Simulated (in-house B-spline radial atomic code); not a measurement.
Values are calculated unless marked as measured or tabulated.
Softness against transferability: the 3p channel of S

S, [Ne] 3s2 3p4, non-relativistic LDA (VWN5), spherical and spin-unpolarised, from an all-electron radial atomic-structure program (B-spline basis) (atomic units). The all-electron 3p level is ε = -0.261676 hartree, its outermost node lies just inside 0.59 bohr and its outer maximum at 1.60 bohr.

Troullier-Martins pseudo-orbitals are made for several radii. The cutoffs (hartree) are the plane-wave energies beyond which the orbital holds less than the named kinetic energy per electron. The phase error is the difference, pseudo minus all-electron, of arctan(R P'/P) at R = 2.54 bohr for all radii, half a hartree below and above the level.

```json
{"r_c (bohr)": "1.2", "V_l(0) (hartree)": "-8.30", "cutoff for 10 mEh": "6.62", "for 1 mEh": "33.6", "for 0.1 mEh": "63.2", "phase error at ε − 0.5 (mrad)": "-0.6", "at ε + 0.5 (mrad)": "-1.9"}
{"r_c (bohr)": "1.39", "V_l(0) (hartree)": "-2.55", "cutoff for 10 mEh": "4.26", "for 1 mEh": "6.2", "for 0.1 mEh": "25.1", "phase error at ε − 0.5 (mrad)": "-0.4", "at ε + 0.5 (mrad)": "-1.2"}
{"r_c (bohr)": "1.6", "V_l(0) (hartree)": "-1.70", "cutoff for 10 mEh": "4.26", "for 1 mEh": "6.92", "for 0.1 mEh": "15.9", "phase error at ε − 0.5 (mrad)": "-0.4", "at ε + 0.5 (mrad)": "-1.1"}
{"r_c (bohr)": "1.81", "V_l(0) (hartree)": "-1.92", "cutoff for 10 mEh": "4.26", "for 1 mEh": "6.2", "for 0.1 mEh": "14.6", "phase error at ε − 0.5 (mrad)": "-0.5", "at ε + 0.5 (mrad)": "-1.3"}
{"r_c (bohr)": "2.02", "V_l(0) (hartree)": "-2.16", "cutoff for 10 mEh": "4.26", "for 1 mEh": "6.06", "for 0.1 mEh": "11.9", "phase error at ε − 0.5 (mrad)": "-0.7", "at ε + 0.5 (mrad)": "-1.8"}
{"r_c (bohr)": "2.24", "V_l(0) (hartree)": "-2.30", "cutoff for 10 mEh": "4.38", "for 1 mEh": "6.2", "for 0.1 mEh": "7.84", "phase error at ε − 0.5 (mrad)": "-0.9", "at ε + 0.5 (mrad)": "-2.4"}
```

Problem. Which radius needs the lowest cutoff for 0.1 mEh while both phase errors stay within 2.0 mrad?

Solution. The radii within that limit are 1.2, 1.39, 1.6, 1.81, 2.02 bohr; of these r_c = 2.02 needs the least, 11.9 hartree, that is 23.8 Ry or 324 eV.

Problem. What does the larger radius buy, and what does it cost?

Solution. From r_c = 1.2 to 2.24 bohr the cutoff for 1 mEh goes from 33.6 to 6.2 hartree, a factor of 5.42, against 3.48 for a pure 1/r_c² scaling, end to end; step by step it is 33.6, 6.2, 6.92, 6.2, 6.06, 6.2, and for 0.1 mEh 63.2, 25.1, 15.9, 14.6, 11.9, 7.84; the number of plane waves goes as the cutoff to the power 3/2, here a factor of 12.6. The larger of the two phase errors is least at r_c = 1.6 bohr, 1.1 mrad; it is 1.9 at the smallest radius and 2.4 at the largest. These errors test the reference atom alone. The smallest radius lies well inside the outer maximum, where the nodeless form must bend sharply to keep the norm, so it is both harder and scatters less well than the next. Large radii also let the cores of neighbours overlap, which an atom doesn't show.
